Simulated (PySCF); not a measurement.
**Cr: ionisation energy**

Cr [Ar] 3d5 4s1 (7S) → Cr⁺ [Ar] 3d5 (6S), as a difference of total energies. Computed with PySCF 2.14 in x2c-TZVPPall (6s5p4d2f1g, 64 functions), with the spin-free X2C one-electron Hamiltonian (Gaussian nucleus). Correlated levels: valence: [Ar] frozen. The calculations carry no spin-orbit coupling.

| method | ionisation energy (eV) | error (eV) |
| --- | --- | --- |
| UHF | 6.016 | -0.751 |
| MP2 (valence) | 6.489 | -0.278 |
| SCS-MP2 (valence) | 6.174 | -0.593 |
| CCSD (valence) | 6.506 | -0.261 |
| CCSD(T) (valence) | 6.537 | -0.230 |

Reference: 6.767 eV (measured; NIST Atomic Spectra Database, ionization energies).

Errors of the correlated levels include the incompleteness of this basis and the frozen core.
